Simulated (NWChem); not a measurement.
System: H$_{2}$PO$_{3}$, doublet; SMILES O=[P](O)O

```xyz
6

O      0.7606    -1.3576     0.2825
P      0.1201    -0.1579    -0.3201
O     -1.4175     0.1700     0.1530
O      0.7996     1.2604     0.0802
H     -1.9562    -0.6322     0.1942
H      0.1523     1.9796     0.0816
```
Atoms are numbered in this order, from 1.

Program: NWChem. Pople sets run with spherical d functions. Spin-unrestricted. All runs use the structure optimised with PBE0/def2-SVP, spin-unrestricted. No stability test was run on the SCF state. Atomic charges in e: unrestrained fits to the electrostatic potential beside Mulliken populations; buried atoms are poorly determined by the fit.

For level B3LYP/def2-SVP:

| Quantity | Value |
|---|---|
| ESP O1 | -0.39 |
| Mulliken O1 | -0.44 |
| ESP P2 | 0.50 |
| Mulliken P2 | 0.77 |
| ESP O3 | -0.47 |
| Mulliken O3 | -0.39 |
| ESP O4 | -0.41 |
| Mulliken O4 | -0.36 |

**Question.** What are these values for level UHF/6-31G*?

**Answer.** ESP O1: -0.51
Mulliken O1: -0.67
ESP P2: 0.74
Mulliken P2: 1.35
ESP O3: -0.58
Mulliken O3: -0.86
ESP O4: -0.51
Mulliken O4: -0.82
